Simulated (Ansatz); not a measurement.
CH3GaSi−: where a starting geometry ends

The starting geometry of this gas-phase doublet was optimised with GFN2-xTB.

```xyz
6

C    -0.2042    0.5642   -0.7596
Ga   -1.4827    0.7284    0.7020
Si    0.2345    2.3165   -0.3103
H     0.6160   -0.0007   -1.2347
H     1.6606    2.7316   -0.5763
H    -0.4808    3.4234   -1.0767
```

Q: Where would you expect an optimisation with PBE0-D3(BJ)/def2-SVPD to take it?

A: A bond breaks, giving a structure given below by its coordinates. Contacts that open: Ga2–Si3 (2.55 → 3.17 Å).

The energy falls by 0.45 eV over 16 steps:

```json
{"step": "1", "E − E(last) (eV)": "0.453"}
{"step": "3", "E − E(last) (eV)": "0.287"}
{"step": "4", "E − E(last) (eV)": "0.248"}
{"step": "6", "E − E(last) (eV)": "0.186"}
{"step": "8", "E − E(last) (eV)": "0.119"}
{"step": "9", "E − E(last) (eV)": "0.045"}
{"step": "11", "E − E(last) (eV)": "0.004"}
{"step": "13", "E − E(last) (eV)": "0.000"}
{"step": "14", "E − E(last) (eV)": "0.000"}
{"step": "16", "E − E(last) (eV)": "0.000"}
```

Final geometry (Å):

| atom | x (Å) | y (Å) | z (Å) |
| --- | --- | --- | --- |
| C | -0.0136 | 0.7278 | -0.3179 |
| Ga | -1.9137 | 0.5350 | -0.1897 |
| Si | 0.6329 | 2.4132 | -0.3636 |
| H | 0.6936 | -0.1131 | -0.3987 |
| H | 1.4772 | 2.8064 | -1.5786 |
| H | -0.5330 | 3.3940 | -0.4071 |

Frequencies at the end are all real (lowest 64 cm⁻¹). Open shells are spin-unrestricted. Run with Ansatz 0.2.0, 100 s on 2 threads of Intel(R) Xeon(R) Platinum 8375C CPU @ 2.90GHz (Ice Lake) (shared host).
